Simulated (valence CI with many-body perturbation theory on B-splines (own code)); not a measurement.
## Ce LIV: electric-dipole lines

Method: relativistic CI+MBPT: three valence electrons over a frozen Dirac-Fock core [He], a basis of 11 s, 11 p, 9 d, 7 f, 5 g, 2 h, 1 i functions for each j, with the one-electron correlation potential Σ1, the two-electron term Σ2, the three-electron term Σ3, Breit, model QED; selected CI, second order for the rest (own B-spline code, finite nucleus).

No measured spectrum was set against this ion. As an estimate, large intervals hold to a few tenths of a per cent, small ones and those within an open d or f shell to about a per cent.

Lines 101 to 150 of 283 in falling wavelength, among levels below 58242 × 10³ cm⁻¹, chosen from the strongest by gf and those to the six lowest levels. Wavelengths and rates use the calculated energies. Electric multipoles are in the length gauge, E1 and E2 with the static RPA response of the core. Weak lines are less certain than strong ones. Lines between different terms over intervals too small for the method are left out, as are lines whose strength nearly cancels. The highest levels of a list are the least certain.

Levels are named by their leading jj configuration (3d3/2^4 stands for four electrons in 3d with j = 3/2), which in mixed levels can hold well under half, so a name can repeat and another be missing. Letters in brackets count levels of one name in rising energy.

```
λ vac (Å)                          Upper                       Lower   A (s⁻¹)  S (a.u.)
    10.57          (2p1/2 2p3/2^2) J=3/2          (2s 2p1/2^2) J=1/2  1.92e+10  4.47e-05
    10.55                (2p3/2^3) J=3/2      (2s 2p1/2 2p3/2) J=1/2  1.53e+10  3.56e-05
    10.26             (2s 2p3/2^2) J=3/2          (2s^2 2p1/2) J=1/2  2.23e+10  4.75e-05
    2.254        (2s 2p1/2 3s) J=1/2 [a]      (2s 2p1/2 2p3/2) J=1/2  2.36e+12  2.67e-05
    2.246            (2s 2p1/2 3s) J=3/2      (2s 2p1/2 2p3/2) J=1/2  1.62e+12  3.62e-05
    2.243             (2s^2 3p1/2) J=1/2  (2s 2p1/2 2p3/2) J=3/2 [a]  6.93e+11  7.71e-06
    2.237        (2s 2p1/2 3s) J=1/2 [b]      (2s 2p1/2 2p3/2) J=1/2  2.49e+13  2.75e-04
    2.234     (2p1/2 2p3/2 3s) J=3/2 [c]       (2p1/2 2p3/2^2) J=5/2  4.43e+13  9.76e-04
    2.225            (2s 2p3/2 3s) J=5/2          (2s 2p3/2^2) J=5/2  3.45e+13  1.13e-03
    2.224            (2s 2p1/2 3s) J=3/2      (2s 2p1/2 2p3/2) J=5/2  5.37e+13  1.17e-03
    2.219        (2s 2p1/2 3s) J=1/2 [a]  (2s 2p1/2 2p3/2) J=3/2 [a]  6.34e+13  6.84e-04
    2.218        (2s 2p3/2 3s) J=3/2 [a]          (2s 2p3/2^2) J=5/2  5.46e+13  1.18e-03
    2.217                (2s^2 3s) J=1/2          (2s^2 2p3/2) J=3/2  6.88e+13  7.40e-04
    2.211            (2s 2p1/2 3s) J=3/2  (2s 2p1/2 2p3/2) J=3/2 [a]  4.40e+12  9.39e-05
    2.202        (2s 2p1/2 3s) J=1/2 [b]  (2s 2p1/2 2p3/2) J=3/2 [a]  1.45e+12  1.52e-05
    2.198             (2s^2 3p3/2) J=3/2      (2s 2p1/2 2p3/2) J=5/2  1.07e+12  2.25e-05
    2.185             (2s^2 3p3/2) J=3/2  (2s 2p1/2 2p3/2) J=3/2 [a]  4.98e+11  1.03e-05
    2.159     (2s 2p1/2 3d3/2) J=3/2 [a]      (2s 2p1/2 2p3/2) J=1/2  3.23e+12  6.41e-05
    2.150          (2p1/2^2 3p1/2) J=1/2      (2s 2p1/2 2p3/2) J=1/2  7.93e+12  7.78e-05
    2.147          (2p1/2^2 3d3/2) J=3/2       (2p1/2^2 2p3/2) J=3/2  9.63e+13  1.88e-03
    2.147  (2p1/2 2p3/2 3d5/2) J=3/2 [a]       (2p1/2 2p3/2^2) J=1/2  5.14e+13  1.01e-03
    2.144     (2s 2p1/2 3d3/2) J=3/2 [b]      (2s 2p1/2 2p3/2) J=1/2  2.00e+12  3.90e-05
    2.142     (2s 2p3/2 3d5/2) J=5/2 [a]          (2s 2p3/2^2) J=3/2  5.60e+13  1.63e-03
    2.141     (2s 2p3/2 3d5/2) J=3/2 [a]          (2s 2p3/2^2) J=3/2  6.46e+13  1.25e-03
    2.141     (2s 2p3/2 3d5/2) J=3/2 [a]          (2s 2p3/2^2) J=1/2  7.62e+13  1.48e-03
    2.140     (2s 2p1/2 3d5/2) J=5/2 [a]  (2s 2p1/2 2p3/2) J=3/2 [b]  5.16e+13  1.50e-03
    2.140  (2p1/2 2p3/2 3d3/2) J=3/2 [b]       (2p1/2 2p3/2^2) J=5/2  6.19e+13  1.20e-03
    2.139         (2s 2p1/2 3d3/2) J=1/2      (2s 2p1/2 2p3/2) J=1/2  3.77e+13  3.64e-04
    2.139     (2s 2p1/2 3d3/2) J=3/2 [a]      (2s 2p1/2 2p3/2) J=5/2  2.71e+12  5.23e-05
    2.138  (2p1/2 2p3/2 3d5/2) J=3/2 [b]       (2p1/2 2p3/2^2) J=1/2  5.08e+14  9.80e-03
    2.133         (2s 2p3/2 3d5/2) J=1/2          (2s 2p3/2^2) J=1/2  5.75e+14  5.51e-03
    2.131  (2p1/2 2p3/2 3d5/2) J=5/2 [a]       (2p1/2 2p3/2^2) J=5/2  1.68e+14  4.83e-03
    2.130         (2s 2p1/2 3d3/2) J=5/2      (2s 2p1/2 2p3/2) J=5/2  9.82e+13  2.81e-03
    2.130     (2s 2p3/2 3d3/2) J=5/2 [a]          (2s 2p3/2^2) J=5/2  3.03e+13  8.67e-04
    2.130     (2s 2p1/2 3p1/2) J=1/2 [b]          (2s^2 2p3/2) J=3/2  1.14e+12  1.08e-05
    2.129     (2s 2p3/2 3d3/2) J=3/2 [b]          (2s 2p3/2^2) J=3/2  1.90e+14  3.62e-03
    2.129     (2s 2p3/2 3d3/2) J=3/2 [b]          (2s 2p3/2^2) J=1/2  1.66e+14  3.15e-03
    2.129          (2p1/2^2 3d5/2) J=5/2       (2p1/2^2 2p3/2) J=3/2  5.27e+14  1.51e-02
    2.128     (2s 2p1/2 3d5/2) J=5/2 [b]  (2s 2p1/2 2p3/2) J=3/2 [b]  4.39e+14  1.25e-02
    2.128         (2s 2p1/2 3d5/2) J=3/2  (2s 2p1/2 2p3/2) J=3/2 [b]  9.38e+13  1.78e-03
    2.128         (2s 2p1/2 3d5/2) J=3/2      (2s 2p1/2 2p3/2) J=1/2  4.28e+14  8.15e-03
    2.128     (2s 2p3/2 3d3/2) J=1/2 [b]          (2s 2p3/2^2) J=3/2  1.06e+14  1.00e-03
    2.126     (2s 2p1/2 3d3/2) J=3/2 [a]  (2s 2p1/2 2p3/2) J=3/2 [a]  4.66e+13  8.84e-04
    2.126  (2p1/2 2p3/2 3d5/2) J=5/2 [b]       (2p1/2 2p3/2^2) J=5/2  2.90e+14  8.26e-03
    2.125     (2s 2p1/2 3d3/2) J=3/2 [b]      (2s 2p1/2 2p3/2) J=5/2  2.28e+13  4.32e-04
    2.124  (2p1/2 2p3/2 3d5/2) J=3/2 [a]       (2p1/2 2p3/2^2) J=3/2  3.70e+14  7.01e-03
    2.124     (2s 2p3/2 3d3/2) J=3/2 [a]          (2s 2p3/2^2) J=5/2  5.87e+13  1.11e-03
    2.124  (2p1/2 2p3/2 3d5/2) J=5/2 [a]       (2p1/2 2p3/2^2) J=3/2  3.78e+14  1.07e-02
    2.124  (2p1/2 2p3/2 3d5/2) J=7/2 [b]       (2p1/2 2p3/2^2) J=5/2  8.75e+14  3.31e-02
    2.122  (2p1/2 2p3/2 3d5/2) J=3/2 [b]       (2p1/2 2p3/2^2) J=5/2  6.50e+13  1.23e-03
```
